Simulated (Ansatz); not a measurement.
Molecule: bromo(diethyl)borane, C₄H₁₀BBr (charge 0, singlet). 
Coordinates optimised at B3LYP-D3(BJ)/def2-TZVP (Ansatz, a program for electronic structure):
SMILES: CCB(Br)CC
```xyz
16

C      2.5222     0.7222     0.6472
C      1.3664     0.0508     1.3853
B      0.0471    -0.2983     0.6322
Br    -0.0830     0.0005    -1.2901
C     -1.2216    -0.8618     1.3526
C     -2.3485     0.1889     1.4424
H      3.3713     0.8938     1.3111
H      2.8657     0.1095    -0.1872
H      2.2189     1.6852     0.2339
H      1.6994    -0.8979     1.8336
H      1.0683     0.6471     2.2600
H     -0.9603    -1.1956     2.3618
H     -1.6010    -1.7351     0.8134
H     -2.0198     1.0795     1.9826
H     -3.2148    -0.2152     1.9681
H     -2.6703     0.5026     0.4491
```
Charge 0, spin multiplicity 1.

Computed values are from Ansatz. Cores are frozen in the correlated levels unless marked. UHF or UKS for open shells. Spin-orbit coupling is left out. Frozen are the shells of the preceding noble gas and the d and f shells that filled before the atom's block. No relativistic terms. CBS marks a two-point X^-3 extrapolation of the correlation energy; Hartree-Fock from the larger set.

Problem. What is the dipole moment at CCSD(T)/aug-cc-pVDZ?

Solution. 1.71 D.

Problem. What is the T1 diagnostic at CCSD/cc-pVQZ?

Solution. 0.011.

Problem. What is the total energy at CCSD(T)/CBS(cc-pVTZ,cc-pVQZ)?

Solution. -2755.7521 Eh.

Problem. What is the atomisation energy De at CCSD(T)/CBS(cc-pVTZ,cc-pVQZ)?

Solution. 6192.6 kJ/mol.
